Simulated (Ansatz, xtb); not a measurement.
## C5H6OS: 4 structures ranked

4 gas-phase structures of C5H6OS, from a drawn sample of its isomers (lower ones may exist). Each was relaxed with GFN2-xTB; where two conformers were screened, the lower at r2SCAN-D4/def2-SVP is listed:

A. `SCc1ccco1`, a singlet
B. `COc1cccs1`, a singlet
C. `C/C=C1/COC1=S`, a singlet
D. `CCC(=O)C=C=S`, a singlet

Which do you expect lowest at r2SCAN-D4/def2-SVP, and how would the others follow?

Calculated order at r2SCAN-D4/def2-SVP: A (0.0), B (3.4), D (5.9), C (17.5) kcal/mol.

Energies above the lowest of each column, in kcal/mol; the last columns are at PBE0-D3(BJ)/def2-SVP geometries (a dash: not run or not comparable):

```json
{"structure": "A", "GFN2-xTB": "0.0", "HF/STO-3G": "2.6", "r2SCAN-D4/def2-SVP": "0.0", "PBE0-D3(BJ)/def2-SVP": "0.0", "CCSD(T)/def2-SVP + ΔMP2/def2-TZVPP": "0.0"}
{"structure": "B", "GFN2-xTB": "5.9", "HF/STO-3G": "0.0", "r2SCAN-D4/def2-SVP": "3.4", "PBE0-D3(BJ)/def2-SVP": "5.1", "CCSD(T)/def2-SVP + ΔMP2/def2-TZVPP": "2.7"}
{"structure": "D", "GFN2-xTB": "25.9", "HF/STO-3G": "39.9", "r2SCAN-D4/def2-SVP": "5.9", "PBE0-D3(BJ)/def2-SVP": "12.3", "CCSD(T)/def2-SVP + ΔMP2/def2-TZVPP": "8.8"}
{"structure": "C", "GFN2-xTB": "23.9", "HF/STO-3G": "29.1", "r2SCAN-D4/def2-SVP": "17.5", "PBE0-D3(BJ)/def2-SVP": "19.8", "CCSD(T)/def2-SVP + ΔMP2/def2-TZVPP": "–"}
```

CCSD(T)/def2-SVP + ΔMP2/def2-TZVPP puts A lowest of those it was run on; HF/STO-3G picks B. Flexible structures stand in one conformer each, not always the lowest. Frequencies (GFN2-xTB) were run for A, B, D alone. The ΔMP2 step shifts differences by up to 6.0 kcal/mol, which makes them less sure. ΔMP2 is the change of the MP2 energy from the smaller to the larger basis.

Over these structures GFN2-xTB departs from r2SCAN-D4/def2-SVP by 6.4 kcal/mol on average once a common shift is removed. A GFN2-xTB relaxation took about 0.068 s and the r2SCAN-D4/def2-SVP energy about 1.7 s on a shared host (Ansatz 0.2.0, xtb 6.7.1).
